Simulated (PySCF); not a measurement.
CH6O3Si2, SMILES O=CO[SiH2]O[SiH3].

The structure is a stationary point at B3LYP-D3(BJ)/def2-SVP. The structure was generated by enumeration, and PubChem lists no compound with its InChIKey, so it may never have been made. Other conformers were not sampled.

Two levels are set side by side: PBE/def2-TZVP (PySCF) and CAM-B3LYP/def2-TZVP (PySCF). Same geometry, gas phase. Differences are taken from unrounded values.

```
quantity                     CAM-B3LYP
---------------------------  ---------
orbital gap (eV)                 10.88
highest occupied level (eV)     -10.03
lowest empty level (eV)           0.85
dipole moment (D)                 1.92
mean polarisability (bohr³)       68.3
```

Q: What does PBE give, and how far is it from CAM-B3LYP? (Estimate from the structure and the level; the computed values follow.)

A: 
```tsv
quantity	PBE	PBE minus CAM-B3LYP
orbital gap (eV)	5.33	-5.55
highest occupied level (eV)	-6.85	3.18
lowest empty level (eV)	-1.53	-2.38
dipole moment (D)	1.83	-0.09
mean polarisability (bohr³)	72.6	4.3
```

PBE's occupied levels lie high since its potential decays too fast outside the molecule; exact exchange lowers them and widens the gap. Loosely held outer electrons make PBE densities more polarisable. Differences between two approximate levels are no errors against the true value.

Rough cost on one machine, each run with all the roots and properties that it gave: CAM-B3LYP against PBE within a factor of 2.
